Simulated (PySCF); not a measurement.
Compound: tert-butyl(phenyl)phosphine oxide, C₁₀H₁₅OP.
SMILES with atom numbers: `[CH3:1][C:2]([CH3:3])([CH3:4])[P@@H:5](=[O:6])[c:7]1[cH:8][cH:9][cH:10][cH:11][cH:12]1` (hydrogens: H13, H14, H15 on C1; H16, H17, H18 on C3; H19, H20, H21 on C4; H22 on P5; H23 on C8; H24 on C9; H25 on C10; H26 on C11; H27 on C12)

Geometry (PBE0-D3(BJ)/def2-SVP, Å), atoms numbered from 1 in this order:
```
atom  x, y, z in Å
C1    -1.557    1.634    0.403
C2    -1.608    0.107    0.345
C3    -2.927   -0.359   -0.277
C4    -1.411   -0.505    1.728
P5    -0.288   -0.430   -0.837
O6    -0.475    0.134   -2.215
C7     1.325   -0.011   -0.117
C8     1.910   -0.726    0.934
C9     3.145   -0.329    1.441
C10    3.800    0.778    0.899
C11    3.226    1.482   -0.159
C12    1.993    1.086   -0.671
H13   -2.393    2.015    1.013
H14   -0.618    1.992    0.854
H15   -1.640    2.064   -0.606
H16   -3.775    0.005    0.325
H17   -3.032    0.027   -1.302
H18   -2.991   -1.458   -0.316
H19   -2.255   -0.224    2.380
H20   -1.380   -1.607    1.691
H21   -0.489   -0.147    2.208
H22   -0.334   -1.855   -0.713
H23    1.410   -1.604    1.352
H24    3.604   -0.889    2.259
H25    4.769    1.087    1.299
H26    3.747    2.340   -0.592
H27    1.534    1.603   -1.518
```

Computed, not measured: TDDFT PBE0/def2-SVPD, vertical, gas phase, core orbitals frozen in the response (PySCF 2.14.0, density-fitted response routines).

Frontier orbitals with the atoms that hold most of them (Löwdin shares over 4%, at most four atoms; ? is withheld):

```tsv
orbital	ε (eV)	atoms
LUMO+2	0.49	C4 12%, H20 7%, H23 7%, C9 6%
LUMO+1	-0.66	C9 20%, C12 20%, C11 16%, C8 16%
LUMO	-1.05	C10 20%, C7 20%, C8 13%, C11 11%
HOMO	-7.45	?
HOMO-1	-7.62	?
HOMO-2	-7.73	C8 18%, C11 18%, C12 18%, C9 17%
HOMO-3	-7.92	O6 42%, C7 12%, P5 10%, C10 10%
```

Q: Give the leading atoms of the HOMO-1.

A: O6 (bonded to P) 28%; C7 (bonded to 2 C and P) 17%; C10 (bonded to 2 C and H) 13%; C9 (bonded to 2 C and H) 9%. By element: carbon 39% or more, oxygen 28%.

Q: Which atoms hold the HOMO, and with what shares?

A: O6 (bonded to P) 46%; P5 (bonded to 2 C, O and H) 14%; C2 (bonded to 3 C and P) 13%.

Q: How does S1 compare with the orbital gap of 6.40 eV?

A: S1 is at 5.30 eV (f = 0.0026), 1.10 eV below the gap, made of HOMO→LUMO (37%), HOMO-2→LUMO (21%), HOMO-1→LUMO+1 (17%). 

Next come S2 at 5.40 eV (f 0.010), HOMO→LUMO (44%), HOMO-2→LUMO (39%), HOMO-1→LUMO+1 (9%); S3 at 5.60 eV (f 0.040), HOMO-1→LUMO (54%), HOMO-3→LUMO (25%), HOMO→LUMO (15%); S4 at 5.84 eV (f 0.0003), HOMO→LUMO+1 (76%), HOMO-1→LUMO+1 (15%); S5 at 6.02 eV (f 0.054), HOMO-3→LUMO (52%), HOMO-2→LUMO+1 (29%), HOMO-1→LUMO (14%).

Löwdin shares depend on the basis, the more so with diffuse functions.

Hardware: Arm Neoverse V1, one thread, shared host. Cost: 3.6 min wall (grids of density and orbitals included), 2.1 GiB resident at most.

One conformer stands for the species.
